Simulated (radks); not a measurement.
Results of a calculation; reference values are marked as such.
Coherent X-ray form factor from a spherical all-electron density. Code: a radial shooting solver on a logarithmic mesh with Libxc functionals. Model: scalar-relativistic Kohn-Sham, PBE, spin-unpolarised, spherical densities, point nucleus.

sin(theta)/lambda (1/angstrom),f0 (electrons)
0.05,74.319
0.1,72.391
0.15,69.513
0.2,66.059
0.25,62.372
0.3,58.708
0.4,51.984
0.5,46.306
0.6,41.546
0.8,33.893
1,27.894
1.25,22.304
1.5,18.584
2,14.527

The species is in the configuration that NIST lists as its ground one. Which atom or ion scatters so?

Answer. The platinum ion Pt3+, [Xe] 4f14 5d7. Extrapolating in s^2 from the first two rows gives f0(0) = 75.0, near the electron count 75; among species with that count, the fall with angle is slower the higher Z, and the table is that of Z = 78; from so few rows the species is fixed only to a neighbour or two.
